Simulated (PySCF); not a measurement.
LiCl, SMILES [Li][Cl]. The structure is a stationary point at PBE0-D3(BJ)/def2-TZVPD.

Computed with PBE0-D3(BJ)/def2-TZVPD run with PySCF.

Harmonic wavenumbers (cm⁻¹): 647. Rotational constants (GHz): 21.34 (linear); symmetry number 1.

Q: Work out the zero-point energy and the ideal-gas rigid-rotor harmonic-oscillator thermochemistry at 298.15 K and 1 atm.

A: ZPE = ½ Σ hcν = ½ × 647 cm⁻¹ = 0.92 kcal/mol. H − E(el) = 3.08 kcal/mol. Entropy in cal/(mol K): translation 37.16, rotation 13.26, vibration 0.38, total 50.80. G − E(el) = -12.06 kcal/mol. Cp = 7.89 cal/(mol K).
